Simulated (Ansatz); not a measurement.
H₉MgNOSi₃, SMILES `[SiH3][O][Mg][N]([SiH3])[SiH3]`. Total charge 0; spin multiplicity 1. Correlated methods include outer-core shells of Mg, which these sets cover unevenly.

```csv
atom,x (Å),y (Å),z (Å)
Si1,3.5719,1.5535,-0.2523
O2,2.0986,0.9066,-0.1443
Mg3,0.4658,0.1973,-0.0297
N4,-1.2856,-0.5597,0.0922
Si5,-2.1260,-0.3302,1.5646
Si6,-1.8567,-1.4008,-1.2837
H7,4.6205,0.5885,0.1901
H8,3.8867,1.9509,-1.6558
H9,3.6912,2.7727,0.6000
H10,-2.4583,-1.6030,2.2658
H11,-3.3923,0.4419,1.4144
H12,-1.2206,0.4583,2.4639
H13,-2.1468,-2.8399,-1.0250
H14,-0.7681,-1.3373,-2.3142
H15,-3.0801,-0.7986,-1.8861
```

(1) Give the diagnostics of a CCSD(T)/def2-TZVPP run (frozen core, the Gaussian-basis code of Ansatz). (Best estimate.)

Answers

(1) The calculation gave: T1 = 0.0113, largest single amplitude 0.014, largest double 0.015, (T) share of the correlation energy 3.0 %, 9 CCSD cycles. The RHF solution is stable towards an unrestricted one. T1 lies under the customary mark of 0.02 for closed shells.
